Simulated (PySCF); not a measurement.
CH₃F₃Si, SMILES F[SiH2]C(F)F. The structure is a stationary point at PBE0-D3(BJ)/def2-SVP. The values are those of a single conformer.

Computed equilibrium geometry at PBE0-D3(BJ)/def2-SVP (PySCF confirms it by a frequency run) as Cartesian coordinates in Å, and its point group (one conformer of several):
point group Cs.
```xyz
8

F      1.6261    -0.9456     0.0000
Si     0.9797     0.5403     0.0000
C     -0.9275     0.3864     0.0000
F     -1.3418    -0.2915     1.1010
F     -1.3418    -0.2915    -1.1010
H      1.4017     1.2519    -1.2349
H      1.4017     1.2519     1.2349
H     -1.4363     1.3715     0.0000
```
Charge 0, spin multiplicity 1.
